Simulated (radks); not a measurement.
Species: Te32+. Configuration: [Ar] 3d2. Method: scalar-relativistic Kohn-Sham, HCTH/407, spin-unpolarised, spherical densities, finite nucleus; Fermi nuclear charge, rms radius 4.7423 fm; computed with a radial shooting solver on a logarithmic mesh with Libxc functionals. Some entries of the table are withheld. Estimate them.

orbital  occ.  eigenvalue (eV)  <r> (bohr)
1s          2        -33202.78         (1)
2s          2        -6406.235      0.1189
2p          6        -5923.014      0.1038
3s          2        -2289.070      0.2982
3p          6        -2134.068      0.2911
3d          2              (2)         (3)
4s          0        -1146.496      0.5796
4p          0        -1084.671      0.5829
4d          0              (4)      0.5666
4f          0              (5)         (6)

Answer. 
(1) 1s <r> (bohr): 0.02783
(2) 3d eigenvalue (eV): -1931.298
(3) 3d <r> (bohr): 0.2596
(4) 4d eigenvalue (eV): -1004.570
(5) 4f eigenvalue (eV): -935.7458
(6) 4f <r> (bohr): 0.5109
